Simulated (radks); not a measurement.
Values are calculated unless marked as measured or tabulated.
Polarisability of the barium ion Ba2+, [Xe], at imaginary frequency. Level of theory: non-relativistic Kohn-Sham, LDA (Slater exchange, VWN5 correlation), spin-unpolarised, spherical densities, point nucleus; relativity is left out, which matters for an element this heavy (a radial shooting solver on a logarithmic mesh with Libxc functionals). Response by self-consistent Sternheimer equations with the Hartree and adiabatic LDA kernel.

w (hartree),alpha1(iw) (bohr^3),alpha2(iw) (bohr^5)
0.00266,10.99,51.27
0.0143,10.98,51.25
0.0360,10.97,51.19
0.0697,10.91,50.99
0.118,10.77,50.48
0.186,10.46,49.38
0.280,9.868,47.21
0.413,8.837,43.35
0.605,7.283,37.21
0.892,5.344,28.79
1.35,3.422,19.24
2.12,1.914,10.61
3.59,0.9279,4.606
6.94,0.3491,1.463
17.5,0.07791,0.2652

Static values: alpha1 = 10.99 bohr^3 (1.628 angstrom^3; uncoupled 18.93), alpha2 = 51.27 bohr^5, alpha3 = 432.0 bohr^7. C6 = 81.03, C8 = 2021, triple-dipole C9 = 643.0 atomic units. One-pole (London) frequency 4 C6 / (3 alpha1^2) = 0.895 hartree, against 1.137 for minus the highest occupied eigenvalue. The dipole shielding factor is 0.965, as the force sum rule N/Z = 0.964 demands.
